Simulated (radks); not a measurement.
Values are calculated unless marked as measured or tabulated.
The iodine anion I-, [Xe], held by a Watson sphere: a shell of charge +1 at radius R that stands for the Madelung well of a crystal (potential energy -1/R inside, -1/r outside, in hartree with lengths in bohr). Code: a radial shooting solver on a logarithmic mesh with Libxc functionals. Model: scalar-relativistic Kohn-Sham, LDA (Slater exchange, Perdew-Wang correlation), spin-polarised, spherical densities, finite nucleus; Fermi nuclear charge, rms radius of each element as measured or else 0.836 A^(1/3) + 0.57 fm. Response by self-consistent Sternheimer equations with the Hartree and adiabatic LDA kernel, the relativistic mass of each level held fixed and spin-orbit coupling left out. The sphere does not respond.

| R (bohr) | e(4d) (eV) | e(5s) (eV) | e(5p) (eV) | <r> 5p (bohr) | sum of <r^2> (bohr^2) | X-ray form factor at sin(theta)/lambda = 0.1 1/angstrom | alpha (bohr^3) |
|---|---|---|---|---|---|---|---|
| 3.17 | -49.052 | -17.081 | -7.105 | 2.553 | 71.91 | 49.610 | 42.97 |
| 3.53 | -48.745 | -16.664 | -6.730 | 2.585 | 73.27 | 49.561 | 46.89 |
| 3.77 | -48.541 | -16.402 | -6.482 | 2.603 | 74.06 | 49.535 | 49.51 |
| 4.11 | -48.254 | -16.054 | -6.144 | 2.624 | 75.03 | 49.506 | 53.13 |
| 4.14 | -48.229 | -16.025 | -6.115 | 2.626 | 75.11 | 49.504 | 53.44 |
| 4.38 | -48.030 | -15.796 | -5.887 | 2.638 | 75.68 | 49.488 | 55.90 |
| 5.29 | -47.329 | -15.031 | -5.117 | 2.670 | 77.27 | 49.449 | 64.11 |
